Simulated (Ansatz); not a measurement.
The same atomization along the group B, Al, In.

Program: Ansatz. Geometries: PBE0-D4/def2-TZVP. ΔE: electronic, gas phase. CCSD(T)/CBS is the MP2 limit (def2-TZVPP, def2-QZVPP) plus CCSD(T) − MP2 in def2-TZVPP, frozen cores. Small cases extrapolate CCSD(T) itself. For atomizations the MP2-based limit and the directly extrapolated one differ by several kJ/mol either way, and by 10 to 25 for some Ge, Se and Sn compounds, so smaller differences from it don't rank the levels. Open shells (•) are unrestricted, without spin–orbit coupling. Spin–orbit coupling would lower the free atoms: a little for Al, B, C, Cl, O; strongly for In. def2 core potentials past Kr. For In outer-core shells are correlated without core-valence functions, so the limit isn't a true one: a few kJ/mol of doubt a bond, and 10 to 20 or more in all where bonds break to atoms. Each species was taken in one conformer, which may not be the lowest.

**Question.** Order these by ΔE at CCSD(T)/CBS, lowest first. (Estimate.)
A. `CO[B]Cl`• → C• + Cl• + 3 H• + B• + O•
B. `C[O][In][Cl]`• → C• + Cl• + 3 H• + In• + O•
C. `C[O][Al][Cl]`• → C• + Cl• + 3 H• + Al• + O•

**Answer.** B (+2240.5 kJ/mol), C (+2478.5 kJ/mol), A (+2599.9 kJ/mol).

Largest T1 diagnostic: 0.021, for `C[O][In][Cl]`•.

Extrapolated directly: `CO[B]Cl`• → C• + Cl• + 3 H• + B• + O•.
